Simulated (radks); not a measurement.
Initial-state core-level shifts of the dysprosium ion Dy2+ when its valence configuration changes from [Xe] 4f10. Method: scalar-relativistic Kohn-Sham, SCAN, spin-polarised, spherical densities, finite nucleus; open shells are filled with parallel spins first (spin-orbit coupling, left out, can overturn this in heavy ions); meta-GGA in the generalised Kohn-Sham scheme; Fermi nuclear charge, rms radius 5.2218 fm; computed with a radial shooting solver on a logarithmic mesh with Libxc functionals. Shifts are changes of the shell-averaged eigenvalues in eV (positive: less bound); the change of the density at the nucleus, which sets a Mossbauer isomer shift, is in e/bohr^3, on a base of 7.773e+05.

4f9 5d1: 2s -6.945; 3s -7.763; 4d -6.996; 5s -3.774; density at nucleus +28.17
4f8 6p2: 2s -23.495; 3s -25.159; 4d -23.254; 5s -15.744; density at nucleus +73.05
4f9.5 6p0.5: 2s -5.295; 3s -5.632; 4d -5.332; 5s -3.865; density at nucleus +14.29
4f9 6p1: 2s -10.991; 3s -11.720; 4d -11.008; 5s -7.786; density at nucleus +31.41
4f7 6s1 6p2: 2s -36.074; 3s -38.843; 4d -35.235; 5s -22.521; density at nucleus +191.24
4f7.5 6p2.5: 2s -30.233; 3s -32.429; 4d -29.739; 5s -19.756; density at nucleus +97.03
4f8 6s1 6p1: 2s -22.250; 3s -23.916; 4d -22.004; 5s -14.427; density at nucleus +133.52
4f8.5 6s1 6p0.5: 2s -15.791; 3s -16.968; 4d -15.712; 5s -10.405; density at nucleus +107.95
